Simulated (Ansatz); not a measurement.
Molecule: sum formula VO₂Cl, net charge -1, doublet state. The spin state was set by rule; other spins were not relaxed. 
Coordinates optimised at B3LYP-D3(BJ)/def2-TZVP (Ansatz, a first-principles code):
```
V
O 1 1.6361
O 1 1.6361 2 117.37
Cl 1 2.3001 2 121.31 3 180.00
```
Charge -1, spin multiplicity 2.

Parts of the frozen-core correlation energy in def2-SVPD (Ansatz, hartree). Frozen orbitals: 16; correlated occupied orbitals by spin: 13 and 12; virtual: 78 and 79. Open shells are spin-unrestricted. Spin-orbit coupling is left out. Non-relativistic. The program attaches cautions to this run: large difference.

| term | value |
|---|---|
| reference (HF) | -1551.82399 |
| MP2 opposite-spin | -0.50347 |
| MP2 same-spin | -0.21518 |
| CCSD correlation | -0.75548 |
| (T) | -0.05422 |
| T1 diagnostic | 0.088 |
| largest doubles amplitude | 0.068 |
| <S^2> of the reference | 1.287 |
